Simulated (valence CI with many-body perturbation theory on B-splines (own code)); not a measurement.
**Re70+: calculated level list**

Computed by configuration interaction combined with many-body perturbation theory (CI+MBPT): three valence electrons over a frozen Dirac-Fock core [He], a basis of 11 s, 11 p, 10 d, 8 f, 5 g, 2 h functions for each j, with the one-electron correlation potential Σ1 (screened to all orders), the two-electron term Σ2, the three-electron term Σ3, Breit, model QED; selected single and double excitations, second order for the rest, scaled by the run's own slope (own B-spline code, finite nucleus).

The last digits are not significant, and no measured levels were compared; by estimate large intervals hold to a few tenths of a per cent, small ones and those within an open d or f shell to about a per cent.

Levels 46 to 90 of 165, with energies above the lowest level, (2s^2 2p1/2) J=1/2. "Leading %" is the weight of the configuration and term that name the level; weights of strongly mixed levels are sums over their largest components and can fall short. In the jj column 3d3/2^4 stands for four electrons in 3d with j = 3/2. Lifetimes count E1, E2, E3, M1 and M2 decay at the calculated energies, and are blank where another channel may lead or the interval is too uncertain; long ones can be off by a factor of two.

| No. | Configuration | Term | J | E (Ry) | Leading % | Lifetime | Second component | Leading jj |
| --- | --- | --- | --- | --- | --- | --- | --- | --- |
| 46 | 2s2p3s | ²P° | 1/2 | 942.0 | 90 | 2.45 fs | 10 % 2s2p3s ⁴P° | 2s 2p3/2 3s (100 %) |
| 47 | 2s2p3p | ⁴P | 3/2 | 942.0 | 46 | 5.32 fs | 26 % 2s2p3p ⁴S | 2s 2p3/2 3p1/2 (100 %) |
| 48 | 2s2p3p | ²D | 5/2 | 942.1 | 44 | 2.07 fs | 38 % 2s2p3p ⁴D | 2s 2p3/2 3p1/2 (100 %) |
| 49 | 2s2p3s | ²P° | 3/2 | 942.5 | 82 | 4.96 fs | 17 % 2s2p3s ⁴P° | 2s 2p3/2 3s (99 %) |
| 50 | 2s2p3p | ²P | 1/2 | 948.7 | 48 | 2.06 fs | 22 % 2s2p3p ²S | 2s 2p3/2 3p1/2 (99 %) |
| 51 | 2s2p3p | ²D | 3/2 | 948.8 | 61 | 3.10 fs | 20 % 2s2p3p ²P | 2s 2p3/2 3p1/2 (99 %) |
| 52 | 2p²3s | ⁴P | 3/2 | 956.4 | 87 | 5.79 fs | 11 % 2p²3s ²P | 2p1/2 2p3/2 3s (99 %) |
| 53 | 2p²3s | ²P | 1/2 | 957.2 | 66 | 2.85 fs | 32 % 2p²3s ⁴P | 2p1/2 2p3/2 3s (98 %) |
| 54 | 2p²3s | ²D | 5/2 | 957.7 | 65 | 5.27 fs | 34 % 2p²3s ⁴P | 2p1/2 2p3/2 3s (99 %) |
| 55 | 2p²3s | ²D | 3/2 | 958.4 | 64 | 3.00 fs | 33 % 2p²3s ²P | 2p1/2 2p3/2 3s (99 %) |
| 56 | 2p²3p | ⁴P° | 1/2 | 961.4 | 49 | 1.17 fs | 28 % 2p²3p ⁴D° | 2p1/2 2p3/2 3p1/2 (100 %) |
| 57 | 2p²3p | ⁴D° | 3/2 | 961.8 | 55 | 1.16 fs | 23 % 2p²3p ²D° | 2p1/2 2p3/2 3p1/2 (100 %) |
| 58 | 2p²3p | ²F° | 5/2 | 962.8 | 50 | 1.16 fs | 30 % 2p²3p ²D° | 2p1/2 2p3/2 3p1/2 (100 %) |
| 59 | 2p²3p | ²P° | 3/2 | 966.3 | 43 | 1.32 fs | 25 % 2p²3p ²D° | 2p1/2 2p3/2 3p1/2 (99 %) |
| 60 | 2s2p3p | ⁴D | 7/2 | 974.1 | 100 | 195 fs |  | 2s 2p3/2 3p3/2 (100 %) |
| 61 | 2s2p3p | ²P | 3/2 | 975.0 | 54 | 2.49 fs | 32 % 2s2p3p ⁴S | 2s 2p3/2 3p3/2 (99 %) |
| 62 | 2s2p3p | ⁴P | 5/2 | 976.5 | 52 | 2.67 fs | 43 % 2s2p3p ²D | 2s 2p3/2 3p3/2 (99 %) |
| 63 | 2s2p3p | ²S | 1/2 | 976.8 | 48 | 1.45 fs | 38 % 2s2p3p ²P | 2s 2p3/2 3p3/2 (99 %) |
| 64 | 2s2p3d | ⁴D° | 5/2 | 979.6 | 44 | 564 as | 22 % 2s2p3d ²D° | 2s 2p3/2 3d3/2 (99 %) |
| 65 | 2s2p3d | ⁴D° | 3/2 | 980.0 | 43 | 519 as | 40 % 2s2p3d ⁴P° | 2s 2p3/2 3d3/2 (100 %) |
| 66 | 2s2p3d | ⁴F° | 7/2 | 980.2 | 45 | 602 as | 40 % 2s2p3d ²F° | 2s 2p3/2 3d3/2 (98 %) |
| 67 | 2s2p3d | ⁴P° | 1/2 | 980.4 | 82 | 586 as | 15 % 2s2p3d ⁴D° | 2s 2p3/2 3d3/2 (99 %) |
| 68 | 2s2p3p | ²D | 5/2 | 981.5 | 72 | 3.21 fs | 16 % 2s2p3p ⁴D | 2s 2p3/2 3p3/2 (100 %) |
| 69 | 2s2p3p | ²P | 3/2 | 983.0 | 58 | 3.51 fs | 29 % 2s2p3p ²D | 2s 2p3/2 3p3/2 (100 %) |
| 70 | 2s2p3p | ²S | 1/2 | 983.3 | 60 | 40.4 fs | 20 % 2s2p3p ²P | 2s 2p3/2 3p3/2 (100 %) |
| 71 | 2s2p3d | ²D° | 3/2 | 986.2 | 62 | 584 as | 17 % 2s2p3d ⁴P° | 2s 2p3/2 3d3/2 (89 %) |
| 72 | 2s2p3d | ²F° | 5/2 | 986.7 | 68 | 601 as | 17 % 2s2p3d ²D° | 2s 2p3/2 3d3/2 (99 %) |
| 73 | 2s2p3d | ⁴F° | 9/2 | 987.1 | 100 | 4.59 ps |  | 2s 2p3/2 3d5/2 (100 %) |
| 74 | 2s2p3d | ²P° | 1/2 | 987.4 | 70 | 487 as | 25 % 2s2p3d ⁴D° | 2s 2p3/2 3d3/2 (98 %) |
| 75 | 2s2p3d | ²D° | 5/2 | 989.0 | 40 | 651 as | 34 % 2s2p3d ⁴P° | 2s 2p3/2 3d5/2 (99 %) |
| 76 | 2s2p3d | ⁴D° | 7/2 | 989.5 | 49 | 431 as | 44 % 2s2p3d ²F° | 2s 2p3/2 3d5/2 (97 %) |
| 77 | 2s2p3d | ²P° | 3/2 | 990.3 | 43 | 610 as | 41 % 2s2p3d ²D° | 2s 2p3/2 3d5/2 (87 %) |
| 78 | 2s2p3d | ²P° | 1/2 | 991.5 | 84 | 587 as | 6 % 2s2p3d ⁴D° | 2s 2p3/2 3d5/2 (95 %) |
| 79 | 2s2p3d | ²F° | 7/2 | 994.6 | 60 | 1.62 fs | 13 % 2s2p3d ⁴D° | 2s 2p3/2 3d5/2 (86 %) |
| 80 | 2p²3p | ⁴D° | 5/2 | 995.2 | 49 | 1.60 fs | 30 % 2p²3p ⁴P° | 2p1/2 2p3/2 3p3/2 (90 %) |
| 81 | 2p²3p | ²P° | 1/2 | 995.8 | 37 | 1.93 fs | 30 % 2p²3p ⁴P° | 2p1/2 2p3/2 3p3/2 (97 %) |
| 82 | 2s2p3d | ²P° | 3/2 | 996.1 | 24 | 1.00 fs | 23 % 2p²3p ²D° | 2p1/2 2p3/2 3p3/2 (59 %) |
| 83 | 2s2p3d | ²D° | 5/2 | 996.2 | 54 | 451 as | 15 % 2s2p3d ²F° | 2s 2p3/2 3d5/2 (85 %) |
| 84 | 2s2p3d | ²P° | 3/2 | 996.5 | 39 | 831 as | 14 % 2p²3p ²D° | 2s 2p3/2 3d5/2 (61 %) |
| 85 | 2p²3p | ²F° | 7/2 | 996.9 | 56 | 2.41 fs | 30 % 2p²3p ⁴D° | 2p1/2 2p3/2 3p3/2 (86 %) |
| 86 | 2p²3p | ⁴S° | 3/2 | 998.1 | 33 | 2.01 fs | 29 % 2p²3p ²P° | 2p1/2 2p3/2 3p3/2 (100 %) |
| 87 | 2p²3p | ²D° | 5/2 | 999.0 | 63 | 1.69 fs | 14 % 2p²3p ²F° | 2p1/2 2p3/2 3p3/2 (94 %) |
| 88 | 2p²3d | ⁴F | 3/2 | 999.8 | 43 | 1.72 fs | 26 % 2p²3d ²P | 2p1/2 2p3/2 3d3/2 (100 %) |
| 89 | 2p²3d | ⁴F | 5/2 | 999.9 | 53 | 4.46 fs | 39 % 2p²3d ²F | 2p1/2 2p3/2 3d3/2 (100 %) |
| 90 | 2p²3d | ⁴D | 1/2 | 1000.3 | 79 | 3.15 fs | 15 % 2p²3d ²P | 2p1/2 2p3/2 3d3/2 (100 %) |
